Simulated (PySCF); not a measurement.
# One molecule, several mistakes: AlBCGeH5

Calculated results; nothing here was measured. The program is PySCF 2.14.0, an open-source quantum chemistry code, run on an isolated molecule that a program drew, which may never have been made. The molecule is AlBCGeH5 (charge 0, doublet), drawn as the SMILES string `[AlH2][CH]=[B][GeH2]`.

Each row is a Hartree-Fock (HF) and frozen-core CCSD(T) single point in the cc-pV(D+d)Z basis, meant for a local HF minimum. Run 1 is clean. Each other run has one planted mistake out of seven kinds, and not every kind appears here: one electron removed, one electron added, multiplicity raised by two, geometry at a saddle point, minimal basis STO-3G, one bond length entered in bohr, all coordinates scaled. The reference is restricted for singlets and unrestricted otherwise, and also for a bond in bohr. Adding or removing an electron swaps singlet and doublet. Electrons count all cores. HOMO and LUMO are orbital energies over both spins, the gradient is its largest component, and the lowest frequency (negative if imaginary) is given only where the gradient is small. Bond lengths are over the 8 bonds as drawn. T1 is the CCSD diagnostic: over 0.02 (restricted) or 0.045 (unrestricted) a single reference is doubtful. Germanium has the cc-pVDZ-PP basis, with a core potential (ECP10MDF) in place of its 10 inner electrons, and its 3s, 3p and 3d shells are frozen in CCSD(T).

Geometry of the clean run:
```xyz
9
AlBCGeH5, angstrom
Al    0.4321    0.5710    1.6435
C     0.5712    0.8820   -0.2565
B    -0.0863   -0.0798   -0.9949
Ge   -1.1269   -1.6208   -1.8090
H     1.1175    1.5599    2.6693
H    -0.3755   -0.6848    2.1711
H     1.1221    1.7394   -0.6273
H    -0.2896   -2.6034   -2.6243
H    -2.3987   -1.2177   -2.5514
```

| run | electrons | basis functions | <S^2> | HOMO (eV) | LUMO (eV) | gradient (hartree/bohr) | lowest frequency (cm^-1) | mean bond (Å) | longest bond (Å) | T1 | HF (hartree) | CCSD(T) (hartree) | mistake |
|---|---|---|---|---|---|---|---|---|---|---|---|---|---|
| 1 | 61 | 99 | 0.760 | -9.02 | 0.25 | 6.7e-06 | 70 | 1.5803 | 2.030 | 0.0180 | -600.68506 | -601.10571 | no fault |
| 2 | 61 | 99 | 3.771 | -5.55 | -0.57 | 7.5e-02 | - | 1.5803 | 2.030 | 0.0155 | -600.57489 | -600.95784 | multiplicity raised by two |
| 3 | 61 | 99 | 0.853 | -8.37 | 0.15 | 4.8e-02 | - | 1.7351 | 2.229 | 0.0334 | -600.62317 | -601.05742 | all coordinates scaled |
| 4 | 61 | 99 | 1.380 | -8.86 | -0.10 | 2.8e-02 | - | 1.7501 | 2.885 | 0.0363 | -600.59114 | -600.99848 | ? |

**Which mistake was planted in run 4, and what did it cost?**

The mean bond changes by a factor of 1.107 and the longest by 1.421, so the molecule wasn't scaled as a whole. A length L in bohr read as angstrom grows by (1/0.5292 - 1) L = 0.890 L. The 8 bonds together grew by 8 x 0.1698 = 1.358 Å, which gives L = 1.527 Å. That is the length of one of the Ge-H bonds, 1.527 Å in the clean geometry. So the mistake is: one bond length entered in bohr. Subtracting run 1 and multiplying by 627.51 kcal/mol a hartree, the energy moved by 58.9 kcal/mol in HF and 67.3 kcal/mol in CCSD(T).

